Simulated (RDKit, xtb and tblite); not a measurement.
Relaxed torsion scan: SMILES CC(C)(C)CCC=O (C7H14O), singlet. Scanned: dihedral C2–C5–C6–C7 and dihedral C5–C6–C7–O8; all other coordinates were relaxed at GFN2-xTB. Points at φ and −φ are mirror images. Heavy atoms are numbered in the order of the SMILES CC(C)(C)CCC=O, hydrogens after them in the order of the atoms that carry them; the mirror image has the same energies with the sign of each dihedral reversed.

- GFN2-xTB (xtb and tblite)
- MMFF94 // GFN2-xTB (RDKit)
- UFF // GFN2-xTB (RDKit)

Energies in kJ/mol at chosen points (x: dihedral C2–C5–C6–C7 (°); y: dihedral C5–C6–C7–O8 (°)), relative to x = 180, y = -60:

```json
[
 {"method": "GFN2-xTB", "(90, 180)": "-1.6", "(60, 60)": "2.7", "(-30, 0)": "21.7", "(-30, -120)": "13.8", "(-30, -60)": "16.8", "(-150, -120)": "-2.5", "(-30, -90)": "15.0"},
 {"method": "MMFF94", "(90, 180)": "5.5", "(60, 60)": "12.2", "(-30, 0)": "46.7", "(-30, -120)": "29.7", "(-30, -60)": "43.5", "(-150, -120)": "-0.5", "(-30, -90)": "26.6"},
 {"method": "UFF", "(90, 180)": "13.9", "(60, 60)": "21.5", "(-30, 0)": "107.7", "(-30, -120)": "63.2", "(-30, -60)": "69.7", "(-150, -120)": "16.7", "(-30, -90)": "47.3"}
]
```
